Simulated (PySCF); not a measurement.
**Simulated absorption spectrum**

C7H5NOS.
Atom-mapped SMILES: `[SH:1][c:2]1[cH:3][cH:4][c:5]2[cH:6][n:7][o:8][c:9]2[cH:10]1` (hydrogens: H11 on S1; H12 on C3; H13 on C4; H14 on C6; H15 on C10)

Geometry (GFN2-xTB, Å), atoms numbered from 1 in this order:
```xyz
15
C7H5NOS angstrom
S      3.3281    0.0577   -0.2994
C      1.5741    0.0865   -0.1331
C      0.9833    1.3313    0.1484
C     -0.3743    1.4617    0.2964
C     -1.1579    0.3149    0.1612
C     -2.5394   -0.0275    0.2290
N     -2.7141   -1.2929    0.0183
O     -1.4972   -1.8756   -0.2000
C     -0.5490   -0.9258   -0.1182
C      0.8219   -1.0660   -0.2728
H      3.4325   -1.2478   -0.5422
H      1.6286    2.1905    0.2479
H     -0.8254    2.4175    0.5104
H     -3.3798    0.6084    0.4214
H      1.2644   -2.0249   -0.4892
```

Method: TDDFT CAM-B3LYP/def2-SVPD, vertical, gas phase, core orbitals frozen in the response (PySCF 2.14.0, density-fitted response routines).

Computed states:

```csv
state,E (eV),f
S1,4.76,0.198
S2,5.15,0.100
S3,5.25,0.0011
S4,5.98,0.313
S5,6.08,0.019
S6,6.20,0.0047
S7,6.48,0.191
S8,6.65,0.0022
```

Broadening: Gaussians 0.5 eV wide at half height, area fixed by f = 4.319×10⁻⁹ ∫ε dν̃. The width is an assumption, not a result. The curve ends short of the highest state used, and states not computed would add to its high-energy end.

**Question.** What does the envelope look like, and where are its maxima?

**Answer.** 
```
λ (nm)  ε (L mol⁻¹ cm⁻¹)
 204.9             18442
 207.9             18401
 210.9             16112
 213.8             12481
 216.8              8515
 219.8              5361
 222.8              3474
 225.8              2820
 228.8              3114
 231.8              3997
 234.7              5105
 237.7              6284
 240.7              7387
 243.7              8407
 246.7              9385
 249.7             10325
 252.7             11148
 255.6             11692
 258.6             11839
 261.6             11465
 264.6             10572
 267.6              9270
 270.6              7729
 273.6              6137
 276.5              4697
 279.5              3409
 282.5              2372
 285.5              1587
 288.5              1023
 291.5               637
 294.5               384
 297.4               229
 300.4               130
 303.4                72
 306.4                39
 309.4                21
```

Maxima: 258 nm (4.81 eV), ε about 12000, made up of S1 (88%) and S2 (12%); 206 nm (6.01 eV), ε about 19000, made up of S4 (89%) (ε in L mol⁻¹ cm⁻¹; maxima over ε = 5, shares over 10%).

**Question.** On this curve, what absorbance would a 10⁻⁴ mol/L sample give at 248 nm over a 1 cm path?

**Answer.** 248 nm is 4.999 eV, where ε is about 9800 L mol⁻¹ cm⁻¹, so A = ε c l ≈ 0.98 (Beer–Lambert, with the gas-phase spectrum and the assumed width).

**Question.** Coming from long wavelengths, where does ε first pass 100 L mol⁻¹ cm⁻¹?

**Answer.** At about 302 nm (4.11 eV), 0.65 eV below S1.

**Question.** What would ε be at 6.01 eV, the highest of these maxima, with half the width (0.25 eV)?

**Answer.** About 33800 L mol⁻¹ cm⁻¹ against 18700, a factor of about 1.8; a lone state at its own centre would give exactly 2.

On one thread, Arm Neoverse V2 (aarch64), shared host with 96 logical CPUs at a one-minute load of 73, this took 73 s wall and 1.1 GiB of memory at its peak.

One conformer stands for the species.
